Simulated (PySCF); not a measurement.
Methyl 2-butynoate, C5H6O2.
SMILES: `CC#CC(=O)OC`

Torsions of this conformer, `[CH3:1][C:2]#[C:3][C:4](=[O:5])[O:6][CH3:7]`: C3–C4–O6–C7 180°.

The closed-shell ground state was solved at several levels (PySCF, density fitting, gas phase, non-relativistic). Geometry: PBE0-D3(BJ)/def2-SVP, one conformer, isolated molecule.

```tsv
level	basis functions	total energy (Eh)	HOMO (eV)	LUMO (eV)	gap (eV)	dipole (D)
B3LYP/pcJ-1	249	-344.5488	-7.54	-1.17	6.37	2.31
wB97X-D/def2-SVPD	194	-344.1759	-9.76	0.71	10.47	2.42
HF/pcSseg-2	336	-342.6247	-10.87	2.45	13.32	2.62
```

Question: Estimate the row for PBE0/pcSseg-1, a basis of 149 functions; the other rows only guide the guess.

Answer: Total energy -344.1005 Eh, HOMO -7.81 eV, LUMO -0.96 eV, gap 6.85 eV, dipole 2.32 D.

Question: Over all these levels, which gives the widest orbital gap and which the narrowest?

Answer: HF/pcSseg-2 (Hartree–Fock, all exact exchange) has the widest, 13.32 eV, and B3LYP/pcJ-1 (global hybrid, 20 % exact exchange) the narrowest, 6.37 eV. Functional and basis both differ between the two, so the spread mixes both effects. The HOMO need not be the same orbital at Hartree–Fock and at DFT levels.

Question: How far do the dipole and the HOMO energy spread over the levels?

Answer: The dipole runs from 2.31 to 2.62 D (mean 2.42 D) and the HOMO from -10.87 to -7.54 eV.

Note: wB97X-D ran without an empirical dispersion term, which enters the total energy and its gradient alone.
